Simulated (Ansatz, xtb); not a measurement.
## C3H5FN2Si: which of two isomers lies lower

Structure I: `Fc1ccn([SiH3])n1`, a singlet. Structure II: `Fc1ccnn1[SiH3]`, a singlet. Both are isolated molecules in the gas phase, relaxed with B3LYP/def2-SVP.

Question: Which of the two would you expect CCSD(T)/def2-SVP + ΔMP2/def2-TZVPP electronic energies to favour?

Answer: Structure I; the calculation gives E(II) − E(I) = +16.1 kJ/mol.

The same difference at several levels:

| level | geometry | E(II) − E(I) (kJ/mol) | departure from the last row (kJ/mol) | job, with rough time for the two |
| --- | --- | --- | --- | --- |
| GFN2-xTB | GFN2-xTB | +1.1 | −15.1 | optimisation, 0.53 s |
| HF/STO-3G | GFN2-xTB | +0.8 | −15.3 | single point, 1.5 s |
| r2SCAN-D4/def2-SVP | GFN2-xTB | +16.0 | −0.1 | single point, 11 s |
| B3LYP/def2-SVP | B3LYP/def2-SVP | +14.9 | −1.2 | optimisation, 1.7 min |
| HF/def2-SVP | B3LYP/def2-SVP | +16.1 | 0.0 | part of the CCSD(T) run |
| MP2/def2-SVP | B3LYP/def2-SVP | +15.0 | −1.1 | part of the CCSD(T) run |
| CCSD(T)/def2-SVP | B3LYP/def2-SVP | +14.3 | −1.8 | single point |
| CCSD(T)/def2-SVP + ΔMP2/def2-TZVPP | B3LYP/def2-SVP | +16.1 |  | single point, 2.8 min |

As drawn, both hold the same kinds of bond in the same numbers.

GFN2-xTB, HF/STO-3G find them nearly level. The largest departure from CCSD(T)/def2-SVP + ΔMP2/def2-TZVPP is that of HF/STO-3G, 15.3 kJ/mol. The last row adds to CCSD(T) the change of the MP2 difference between the two basis sets, here +1.8 kJ/mol.

With thermal terms from frequencies at re-optimised GFN2-xTB minima (ideal gas, soft modes damped towards free rotors, one conformer each, 298.15 K, 1 atm): the zero-point term adds +0.1 kJ/mol; ΔH is +16.3 and ΔG +16.2 kJ/mol.

The correlated steps freeze 11 core orbitals. Run with Ansatz 0.2.0, xtb 6.7.1; the last row on 2 threads of AMD EPYC (Zen 3) on a shared host.
